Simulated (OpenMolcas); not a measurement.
An OpenMolcas run meant for Ar6+ (ANO-R3, X2C; inactive shells 1s 2s 2p; intended active space 2 electrons in 8 orbitals (3s 3p 4s 4p)). One step of its input:

```
&CASPT2
Multistate=3 1 2 3
Frozen=1 0
IPEA=0.25
Imaginary=0.1
MaxIter=60
WThr=0.0 0.3 0.05
PrWF=0.5
NoMix
Shift=0.2
Sig2=0.3
```

Lines from the output:

```
|
   --------------------------------------------------------------------------------------
++ ---------   Input file   ---------
>>> COPY JOB001 $Project.JobIph
&CASPT2
Multistate=3 1 2 3
Frozen=1 0
IPEA=0.25
Imaginary=0.1
MaxIter=60
WThr=0.0 0.3 0.05
PrWF=0.5
NoMix
Shift=0.2
Sig2=0.3
-- ----------------------------------
>>> COPY JOB001 a.JobIph
*** symbolic link created: INPORB -> a.RasOrb
--- Start Module: caspt2 at  ---
()()()()()()()()()()()()()()()()()()()()()()()()()()()()()()()()()()()()()()()()()()()()()()()()()()
                                              &CASPT2
                                   only a single process is used
                       available to each process: 2.3 GB of memory, 1 thread
()()()()()()()()()()()()()()()()()()()()()()()()()()()()()()()()()()()()()()()()()()()()()()()()()()
 ###    ERROR: More than one intruder-state removal technique                ###
 ###    active: SHIFt/IMAGinary/SIG1/SIG2 are mutually exclusive!            ###
--- Stop Module: caspt2 at  /rc=_RC_INPUT_ERROR_ ---
.####################.
.# User input error #.
.####################.
```

Question: What is wrong with the input?

Answer: More than one intruder-state remedy is switched on.
